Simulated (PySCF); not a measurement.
Compound: [TcCl6]2- (charge -2 and quartet state).
Bonds: Tc1–Cl2, Tc1–Cl3, Tc1–Cl4, Tc1–Cl5, Tc1–Cl6, Tc1–Cl7.

Theory: PBE0-D3(BJ)/def2-SVP geometry optimisation, gas phase, def2 core potentials past Kr (PySCF 2.14.0).

Task: List the bond lengths and angles at this level.

Result: 
```json
{"bond": "Tc1–Cl2 and 5 like bonds", "length (Å)": "2.385"}
```

Bonds in one row agree within 0.01 Å and their mean is given. A selection of angles:
```json
{"angle": "Cl2–Tc1–Cl3", "degrees": "179.9"}
{"angle": "Cl2–Tc1–Cl4", "degrees": "90.0"}
```

Tc1 (technetium bonded to 6 Cl) is octahedral (the three widest angles are 179.9°, 179.9° and 179.9°, the others run from 89.9° to 90.1°). All 6 Cl–Tc bonds measure 2.385 Å.

Point group: Oh (every atom within 0.08 Å of its image). No frequency check. ⟨S²⟩ = 3.775 (exact for a quartet: 3.75). Whether so highly charged an anion holds all its electrons in the gas phase wasn't checked; a finite basis holds them in any case. The ion is multiply charged and computed without counter-ions or solvent. The geometry's basis has no diffuse functions, a weakness for an anion.

Hardware: an x86-64 server with one thread (shared host). Cost: 85 s of wall time. That covers the optimisation of the geometry.

Caution for open-shell metal species: one SCF solution and one stationary point were followed, and a lower state or a bent or distorted shape isn't ruled out.
